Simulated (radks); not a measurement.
Results of a calculation; reference values are marked as such.
Task: All-electron atom: Ba in [Xe] 6s2. Code: a radial shooting solver on a logarithmic mesh with Libxc functionals. Model: scalar-relativistic Kohn-Sham, r2SCAN, spin-unpolarised, spherical densities, finite nucleus; meta-GGA in the generalised Kohn-Sham scheme; Fermi nuclear charge, rms radius 4.8378 fm. Some entries of the table are withheld. Estimate them.

orbital,occ.,eigenvalue (hartree),r(max) (bohr)
1s,2,-1371.505,0.01642
2s,2,-217.4654,0.09283
2p,6,-194.8885,0.07464
3s,2,-46.17183,0.2659
3p,6,-38.89013,0.2603
3d,10,-28.32642,0.2154
4s,2,-9.16662,0.6252
4p,6,(1),0.6536
4d,10,-3.36312,0.6951
5s,2,(2),(3)
5p,6,(4),1.672
6s,2,(5),4.230

Result: 
(1) 4p eigenvalue (hartree): -6.80440
(2) 5s eigenvalue (hartree): -1.27938
(3) 5s r(max) (bohr): 1.476
(4) 5p eigenvalue (hartree): -0.71525
(5) 6s eigenvalue (hartree): -0.12006
